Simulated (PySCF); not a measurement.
# Fine-structure interval of Pm³⁰⁺ by level of theory

Pm³⁰⁺ [Ar] 3d10 4s2 4p1 [4p1/2^1, M_J = 1/2] → Pm³⁰⁺ [Ar] 3d10 4s2 4p1 [4p3/2^1, M_J = 3/2], as a difference of total energies. Calculation: PySCF 2.14, in an even-tempered Gaussian basis (17 s from 2.8 bohr⁻², ratio 2.8; 13 p from 3.6 bohr⁻², ratio 2.8; 8 d from 6.4 bohr⁻², ratio 2.8; 4 f from 16 bohr⁻², ratio 3); the two-component X2C-1e Hamiltonian. Correlated levels: [Ne] frozen; the 74 highest virtual spinors dropped. "Screened" scales the spin-orbit matrix elements by Boettger's factors to mimic the two-electron term; Breit and QED terms are absent.

```csv
method,fine-structure interval (cm⁻¹)
GHF (screened spin-orbit),283480
GMP2 (screened spin-orbit),281620
GHF (bare spin-orbit),293720
```
